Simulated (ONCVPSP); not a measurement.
# Logarithmic derivatives: titanium (Ti), ONCV

```
Element                 : titanium (Ti)
Generator               : ONCVPSP 4.0.1
Type                    : optimised norm-conserving Vanderbilt (ONCV)
Functional              : PBEsol
Relativity              : scalar-relativistic
Frozen core             : [Ne]
Valence charge          : 12
Reference configuration : 3s2 3p6 3d2 4s2
Partial waves           : 3s+4s: rc 1.65 bohr, ncon 4, nbas 8, qcut 6.2 1/bohr, 2 projectors; 3p: rc 1.15 bohr, ncon 5, nbas 9, qcut 8.4 1/bohr, 2 projectors, debl 0.6 Ha; 3d: rc 2.50 bohr, ncon 4, nbas 8, qcut 6.6 1/bohr, 2 projectors, debl 1.1 Ha
Local potential         : polynomial inside 0.75 bohr (lpopt 5, dvloc0 4 Ha)
Core correction         : Teter function fitted to the true core (icmod 2), fcfact 0.7
```

In the p channel the program set the typed energies aside and used -1.425, 0.250 Ha.

The phase is arctan(r·R′/R) of the radial function R(r), unwrapped; energies in Ha, scanned from -4 to 5 Ha. A pole is an energy at which the radial function vanishes at the test radius. The pseudo phase is shifted by a multiple of π to meet the all-electron one at the reference energy, and phase errors are pseudo minus all-electron; the curves can meet again beyond the range given. Levels narrower than the energy grid can be missing from the lists of poles.

```
channel  radius (bohr)  reference energy (Ha)  poles, all-electron  poles, pseudo  unbroken range about the reference energy with phases within 0.05 rad  phase error 1 Ha above the reference energy (rad)
      s           1.68                  -0.16                -1.89          -1.89                                                        the whole range                                             -0.002
      p           1.17                  -1.42                 1.56           1.56                                                        the whole range                                             -0.000
      d           2.54                  -0.16           0.00, 2.47     0.00, 2.41                                                              below 3.1                                             -0.000
```

Phases in the d channel:

```tsv
E (Ha)	all-electron	pseudo
-3.98	1.409	1.409
-3.50	1.397	1.396
-3.02	1.381	1.381
-2.54	1.360	1.360
-2.06	1.331	1.331
-1.58	1.287	1.286
-1.10	1.206	1.205
-0.62	0.970	0.968
-0.14	-1.233	-1.233
0.34	-1.961	-1.962
0.82	-3.169	-3.169
1.30	-4.318	-4.319
1.78	-4.565	-4.569
2.26	-4.675	-4.684
2.74	-4.757	-4.778
3.22	-4.852	-4.924
3.70	-5.054	-5.701
4.18	-6.333	-7.498
4.66	-7.512	-7.712
```
